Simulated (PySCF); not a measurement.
## CH11NSi3

The system: CH11NSi3, a small molecule; neutral, singlet. The structure, one conformer, was relaxed in the gas phase by PBE0-D3(BJ)/def2-SVP. No frequency run checks that it is a minimum.

SMILES: [SiH3]NC([SiH3])[SiH3]

```xyz
16

C     0.210   -0.102    0.376
Si   -0.383   -1.637    1.323
Si    2.025   -0.137   -0.185
N    -0.682    0.137   -0.759
Si   -1.459    1.647   -1.107
H     0.122    0.742    1.087
H     0.531   -1.969    2.461
H    -1.765   -1.411    1.844
H    -0.408   -2.794    0.376
H     2.960   -0.372    0.959
H     2.368    1.154   -0.854
H     2.192   -1.245   -1.178
H    -0.650   -0.578   -1.478
H    -2.315    1.420   -2.308
H    -2.293    2.074    0.059
H    -0.506    2.772   -1.388
```
Atoms count from 1 in this order.

Shieldings: GIAO PBE0/pcSseg-1. Shifts are against computed references at the same level: C TMS (σ 184.4 ppm), H TMS (σ 31.27 ppm), Si TMS (σ 352.0 ppm). Core levels by delta-SCF with SCAN, pcX-2 on the ionised atom and pcseg-1 elsewhere, spin-free X2C (2p3/2 is the spin-free 2p value less a third of a first-order spin-orbit splitting); from the vacuum level, for chosen atoms.

Problem. Give the shieldings and core levels atom by atom.

Solution. 
| atoms | bonded to | σ (ppm) | δ (ppm) | core level (eV) |
| --- | --- | --- | --- | --- |
| C1 | 1 N + 2 Si + 1 H | 163.4 | 21.0 | 1s 290.82 |
| Si2 | 1 C + 3 H | 415.4 | -63.4 | 2p3/2 106.57 |
| Si3 | 1 C + 3 H | 418.4 | -66.4 | 2p3/2 106.59 |
| N4 | 1 C + 1 Si + 1 H | 257.8 | - | 1s 404.50 |
| Si5 | 1 N + 3 H | 406.7 | -54.7 | 2p3/2 106.95 |
| H6 | 1 C | 29.30 | 1.97 | - |
| H7 H8 H9 | 1 Si | 27.31 | 3.95 | - |
| H10 H11 H12 | 1 Si | 27.31 | 3.96 | - |
| H13 | 1 N | 32.06 | -0.79 | - |
| H14 H15 H16 | 1 Si | 26.64 | 4.63 | - |

Values are those of this one static structure, with the three H of a rotating XH3 group averaged; atoms that internal rotation interchanges would show their mean in an NMR spectrum.

Problem. Which of Si2, Si3, Si5 holds its core electrons tightest, and by how much against the loosest?

Solution. Si5 (bonded to 1 N + 3 H), by 0.38 eV over Si2 (bonded to 1 C + 3 H).

Problem. By CAM-B3LYP/def2-SVPD (TDDFT singlets, Tamm-Dancoff triplets, ionisation by delta-SCF), where does absorption start, and what does vertical ionisation take?

Solution. The first singlet with intensity lies at 6.24 eV (f 0.009); what lies below it is dark. The lowest singlet lies at 5.40 eV (f 0.000), the strongest of the first 6 at 6.86 eV (f 0.077), the lowest triplet at 5.14 eV; vertical ionisation takes 8.38 eV.

The 3 runs behind this took 2.4 min in all, one thread each of Arm Neoverse V1 on a shared host, launched as `OMP_NUM_THREADS=1 python cluster_run.py task.json out`.
